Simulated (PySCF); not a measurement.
Species: ethyl phenyl sulfone, C8H10O2S.
Numbering: `[CH3:1][CH2:2][S:3](=[O:4])(=[O:5])[c:6]1[cH:7][cH:8][cH:9][cH:10][cH:11]1`

Cartesian coordinates in Å at the GFN2-xTB level; atoms count from 1:
```
atom  x, y, z in Å
C1     3.456    0.064   -0.186
C2     1.995   -0.013   -0.571
S3     1.011    0.145    0.961
O4     1.232    1.458    1.507
O5     1.290   -0.991    1.798
C6    -0.686    0.035    0.375
C7    -1.286   -1.205    0.275
C8    -2.579   -1.292   -0.214
C9    -3.251   -0.141   -0.597
C10   -2.637    1.098   -0.494
C11   -1.344    1.188   -0.005
H12    3.688   -0.736    0.512
H13    4.099   -0.025   -1.059
H14    3.649    1.015    0.305
H15    1.690    0.803   -1.220
H16    1.730   -0.971   -1.010
H17   -0.738   -2.076    0.599
H18   -3.062   -2.255   -0.294
H19   -4.260   -0.210   -0.974
H20   -3.166    1.991   -0.791
H21   -0.841    2.136    0.105
```

Probes without a nucleus sit at each ring's centroid and 1 Å off its mean plane on both sides; NICS is minus the shielding there, NICSzz its component along the normal. Level: GIAO PBE0/pcSseg-1 (PySCF, non-relativistic, gas phase) on the GFN2-xTB geometry, one conformer.

Ring bond lengths (Å), with Mayer bond orders in brackets: C6–C7 1.381 (1.38), C7–C8 1.385 (1.42), C8–C9 1.387 (1.43), C9–C10 1.387 (1.43), C10–C11 1.385 (1.42), C11–C6 1.381 (1.38).

What do the NICS probes read (ppm)?

```csv
ring,type,NICS(0),"NICS(1), two faces","NICS(1)zz, two faces",rms pucker (Å),"centre to ring atoms, mean (Å)"
C6–C7–C8–C9–C10–C11,6-membered carbocycle; formal bonds all aromatic,-9.3,-11.8 / -11.8,-29.0 / -29.4,0.00,1.38
```

What can be read from them?

- C6–C7–C8–C9–C10–C11: mean NICS(1)zz -29.2 ppm, shielded. For a flat ring without four-coordinate atoms the NICS criterion counts such a value as aromatic.

What does the geometric index give? HOMA = 1 − mean of α(R − Ropt)² over the ring bonds, with Krygowski's 1993 parameters (CC: Ropt 1.388 Å, α 257.7 Å⁻²).

- C6–C7–C8–C9–C10–C11: HOMA 0.99 = 1 − EN − GEO, with mean bond length 1.384 Å, EN = α(Ropt − mean)² = 0.004 and GEO = α × variance = 0.001. The geometric and the magnetic index point the same way.

At the first NICS(1) probe listed for ring C6–C7–C8–C9–C10–C11, 1 Å off the ring, what do the in-plane components average?

The isotropic value is a third of the trace: (3 × -11.8 − (-29.0))/2 = -3.2 ppm.

Give the inner angles of the rings and the Hirshfeld charges of the ring atoms.

- C6–C7–C8–C9–C10–C11: C6 121.5° (-0.031 e), C7 119.2° (-0.041 e), C8 119.8° (-0.038 e), C9 120.5° (-0.034 e), C10 119.8° (-0.038 e), C11 119.2° (-0.041 e); sum 720.0° against 720° for a flat convex ring.

The run took 90 s of wall time on an Intel Xeon Platinum 8259CL at 2.50 GHz with one thread, shared host with 96 logical CPUs at a one-minute load of 51, and the process peaked at 1.1 GiB of memory. This is the whole shielding run at PBE0/pcSseg-1, SCF included.
